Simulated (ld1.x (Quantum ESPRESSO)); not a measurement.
Nb (Z = 41), TM: configuration errors across variants

```json
{"Element": "niobium (Nb)", "Generator": "ld1.x (Quantum ESPRESSO) 7.5", "Type": "norm-conserving Troullier–Martins (Kleinman–Bylander form)", "Functional": "Wu–Cohen", "Relativity": "scalar-relativistic", "Frozen core": "[Kr]", "Valence charge": "5", "Reference configuration": "4d4 5s0 5p0 (charge +1)", "Partial waves": "5s (bound, empty): rc 2.20 bohr; 5p (bound, empty): rc 3.50 bohr; 4d (bound): rc 2.25 bohr", "Local potential": "the d channel", "Core correction": "a·sin(br)/r model core inside 1.05 bohr"}
```

All-electron excitation energies from the reference (eV): (1) 4d4 5s1 5p0 -6.635; (2) 4d3 5s0 5p0 14.016; (3) 4d2 5s0 5p0 38.711; (4) 4d3 5s1 5p1 -3.809; (5) 4d4.5 5s0.5 5p0 -6.066; (6) 4d3 5s1 5p0 0.401; (7) 4d4 5s0.5 5p0 -3.984.

A true bound ghost makes a file unfit for plane-wave use even where its test errors are small: the radial tests pick states by their node count and pass the ghost by.

Errors AE − PS in meV (a dash: test not solved or not reliable):

```csv
change,(1),(2),(3),(4),(5),(6),(7),bound ghosts
base,-6.6,-92,-573,-123,-4.4,-72,-1.6,"s, p"
wave 4d (bound): rc 2.25 bohr becomes 4d (bound): rc 1.46 bohr,-7.0,-90,-578,-125,-3.4,-71,-1.7,"s, p"
wave 4d (bound): rc 2.25 bohr becomes 4d (bound): rc 1.76 bohr,-7.1,-91,-579,-126,-3.6,-73,-1.8,"s, p"
wave 4d (bound): rc 2.25 bohr becomes 4d (bound): rc 2.18 bohr,-6.7,-92,-574,-124,-4.2,-73,-1.6,"s, p"
wave 4d (bound): rc 2.25 bohr becomes 4d (bound): rc 2.50 bohr,-5.9,-93,-559,-118,-5.4,-69,-1.4,"s, p"
wave 4d (bound): rc 2.25 bohr becomes 4d (bound): rc 2.96 bohr,-3.4,-93,-479,-45,-10,-51,-0.9,"s, p"
wave 4d (bound): rc 2.25 bohr becomes 4d (bound): rc 3.34 bohr,-3.3,-84,-330,-40,-20,-19,-1.4,s
```

Problem. Give the same row for: wave 4d (bound): rc 2.25 bohr becomes 4d (bound): rc 2.64 bohr.

Solution. -5.3, -94, -546, -113, -6.2, -66, -1.3; bound ghosts: s, p.
